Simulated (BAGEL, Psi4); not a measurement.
**How methods differ on BBr3 (boron tribromide)**

BBr3 has 4 atoms, charge 0, and is taken as a singlet. SMILES: `BrB(Br)Br`. The shape is that of a PBE0-D4/def2-TZVP optimisation.

```xyz
4

Br   -1.5412   -0.9410    0.5791
B     0.0000    0.0000    0.0000
Br    1.7040   -0.4489    0.7007
Br   -0.1628    1.3899   -1.2798
```

Quantity: the energy change with the B2–Br3 bond stretched from 1.896 to 2.465 Å, in eV. The values are calculated.

```csv
level,kind,program,value (eV),CPU time (all runs)
M06-2X/def2-SVP (density fitting) (restricted),hybrid meta-GGA,Psi4,1.50,9.6 s
RI-MP2/STO-3G (density fitting with qzvpp-jkfit) (restricted),perturbation theory,BAGEL,2.08,5.2 s
RI-MP2/3-21G (density fitting with tzvpp-jkfit) (restricted),perturbation theory,BAGEL,1.11,9.6 s
RI-MP2/6-31G (density fitting with qzvpp-jkfit) (restricted),perturbation theory,BAGEL,1.15,12 s
"RI-MP2/6-31G** (density fitting with qzvpp-jkfit, spherical functions) (restricted)",perturbation theory,BAGEL,1.50,19 s
RI-MP2/6-311G** (density fitting with qzvpp-jkfit) (restricted),perturbation theory,BAGEL,1.51,26 s
```

All-electron rows without a relativistic Hamiltonian named are non-relativistic. The first shape isn't each level's own minimum. The values span 1.11 to 2.08 eV. In the correlated wave-function rows the outer d shell of Br is correlated, in sets not made for it. Without the sets that lack polarisation functions the rows with a basis span only 1.50 to 1.51 eV. In so small a basis fixed costs decide the times, and correlated methods can beat functionals. Times are those of the runs behind each value, whatever else they computed, on shared processors of several kinds: orders of magnitude only.
